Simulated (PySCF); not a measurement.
## Field gradients at the hydrogen positions

C3H7FSi.
Structure used (PBE0-D3(BJ)/def2-SVP), in Å, numbered top down from 1:
```
atom  x, y, z in Å
C1    -0.9696   -1.1506    0.1762
C2    -0.2165    0.1215   -0.0900
Si3    1.5977    0.2501    0.3468
C4    -0.7968    1.1791   -0.6639
F5    -2.0769    1.1872   -1.0356
H6    -0.5958   -1.9696   -0.4608
H7    -0.8414   -1.4779    1.2206
H8    -2.0445   -1.0324   -0.0185
H9     2.3927   -0.7645   -0.4130
H10    2.0988    1.6180    0.0138
H11    1.8038   -0.0146    1.8048
H12   -0.3033    2.1309   -0.8849
```

Level: PBE0/pcSseg-1 (PySCF, non-relativistic); Q(2H) = 0.00286 b; rigid geometry, the same for H and D, with no vibrational averaging.

Question: Give the electric field gradient Vzz (the principal value of largest size), its asymmetry and the 2H coupling at each hydrogen.

Answer: 
| atom | bonded to | bond length (Å) | Vzz (au) | η | χzz (kHz) |
| --- | --- | --- | --- | --- | --- |
| H6 | C1 | 1.103 | 0.2879 | 0.03 | 193 |
| H7 | C1 | 1.102 | 0.2886 | 0.03 | 194 |
| H8 | C1 | 1.099 | 0.2908 | 0.03 | 195 |
| H9 | Si3 | 1.496 | 0.1389 | 0.02 | 93 |
| H10 | Si3 | 1.494 | 0.1398 | 0.04 | 94 |
| H11 | Si3 | 1.496 | 0.1390 | 0.02 | 93 |
| H12 | C4 | 1.095 | 0.2915 | 0.12 | 196 |

Question: Average by the element that carries the hydrogen.

Answer: on C: 195 kHz over 4 positions, mean bond length 1.100 Å; on Si: 94 kHz over 3 positions, mean bond length 1.496 Å.

Question: A static deuteron (I = 1) shows a doublet split by (3/2)χ, (3/4)χ(1 + η) and (3/4)χ(1 − η) with the field along z, y and x of the gradient. What are these for H7?

Answer: With |χ| = 193.9 kHz and η = 0.034: 291, 150 and 140 kHz, to first order and without motion.

Isolated species at its PBE0-D3(BJ)/def2-SVP geometry, gas phase. These gradients aren't converged with respect to the basis.
